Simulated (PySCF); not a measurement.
# Basis and Hamiltonian dependence of the ionisation energy of Sc+

Sc+ [Ar] 3d1 4s1 (3D) → Sc(2+) [Ar] 3d1 (2D). All values are computed (PySCF 2.14, energy differences of UHF-based or UKS calculations, no spin-orbit coupling). Values in eV.

```csv
basis,Hamiltonian,functions,UHF,LDA,PBE0,MP2 (valence),CCSD(T) (valence),CCSD(T) (valence and next inner shell)
def2-SVP,non-relativistic,31,12.107,n/a,12.780,12.151,n/a,n/a
6-31G*,non-relativistic,34,12.159,n/a,n/a,12.197,n/a,n/a
x2c-SVPall,spin-free X2C,36,12.177,n/a,12.864,12.222,n/a,n/a
Sapporo-DKH3-DZP-2012,spin-free X2C,43,12.221,13.240,12.916,12.287,n/a,n/a
ANO-RCC-VTZP,spin-free X2C,59,12.229,13.309,12.959,12.316,12.349,12.764
aug-cc-pVDZ-DK,spin-free X2C,59,12.232,13.284,12.952,12.300,12.336,n/a
cc-pVTZ,non-relativistic,68,12.157,13.206,n/a,12.246,n/a,n/a
def2-QZVPPD,non-relativistic,93,12.155,13.203,12.871,12.248,12.284,12.724
aug-cc-pVTZ-DK,spin-free X2C,93,12.223,13.283,12.946,12.315,12.351,n/a
dyall-av2z,non-relativistic,101,12.159,13.186,12.860,12.226,12.256,n/a
"aug-cc-pVTZ with one added diffuse shell each of s, p, d, f, g type",non-relativistic,118,12.157,13.207,12.874,12.247,n/a,n/a
aug-cc-pVQZ-DK,spin-free X2C,140,12.220,13.288,12.948,12.318,n/a,n/a
"aug-cc-pwCVTZ-DK with one added diffuse shell each of s, p, d, f, g type",spin-free X2C,152,12.220,13.283,12.946,12.316,n/a,n/a
```

**Question.** Estimate the row for cc-pVQZ-DK (spin-free X2C, 104 functions).

**Answer.** From the rows with the same Hamiltonian and similar size; the calculation gives UHF 12.22; LDA 13.29; PBE0 12.95; MP2 (valence) 12.32 (eV).

Extrapolation of MP2 (valence) from aug-cc-pVTZ-DK and aug-cc-pVQZ-DK: the correlation parts are 0.091 and 0.098 eV; with the X⁻³ form and unrounded values, (4³ × 0.098 − 3³ × 0.091)/(4³ − 3³) = 0.102 eV, and adding the Hartree-Fock value 12.220 eV of the larger basis gives 12.323 eV.

Frozen in the all-electron rows: valence: [Ar]; valence and next inner shell: [Ne].

Non-relativistic rows lack the scalar-relativistic shift.

Between the lowest levels the reference is 12.800 eV (measured; NIST Atomic Spectra Database, ionization energies); it includes spin-orbit coupling, which these numbers lack.
